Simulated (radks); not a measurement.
Results of a calculation; reference values are marked as such.
Task: The potassium ion K7+, [Ne] 3s2. Level of theory: non-relativistic Kohn-Sham, exchange-only B88, spin-polarised, spherical densities, point nucleus (a radial shooting solver on a logarithmic mesh with Libxc functionals). Every spin shell is full or empty, so the densities are truly spherical. Functionals are evaluated on that one density, not self-consistently. Rank these exchange functionals by their error against the exact value of the orbitals, and give that value: LDA, revPBE, PW91, PW86, OPTX, SOGGA, G96, revTPSS, MS2, MVS.

Result: Exact: -29.1096 hartree. From best to worst, with 100 (|E| - |E exact|)/|E exact| (equal figures are ties): OPTX +0.06, MS2 +0.08, revPBE -0.10, G96 +0.11, PW91 -0.12, MVS -0.37, revTPSS -0.50, PW86 +0.53, SOGGA -3.55, LDA -8.04.
